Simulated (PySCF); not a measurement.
Computed Raman spectrum (relative Raman activity) of a molecule C3H9NSi. The structure is a stationary point at B3LYP-D3(BJ)/def2-SVP. The values are those of a single conformer. Calculation: B3LYP-D3(BJ)/def2-SVP (PySCF 2.14.0). Frequencies are harmonic and unscaled.

Lines under 2 % of the strongest are left out, and lines within 2 cm⁻¹ are merged.

```tsv
ν (cm⁻¹)	relative intensity
314	3.4
381	2.4
527	2.4
638	5.3
740	4.3
824	3.5
841	4.8
879	8.3
901	5.3
927	18
1028	3.5
1180	3.9
1212	14
1304	5.1
1444	7.8
1488	3.8
1546	4.5
2195	66
2214	92
3108	36
3112	85
3122	100
3195	67
3206	45
3565	85
3656	52
```

Problem. Pick the molecule that these values belong to.
A) [SiH3]NC1CC1
B) C[Si]N(C)C
C) N[SiH2]C1CC1
D) C=C[SiH2]CN

Solution. C, N[SiH2]C1CC1
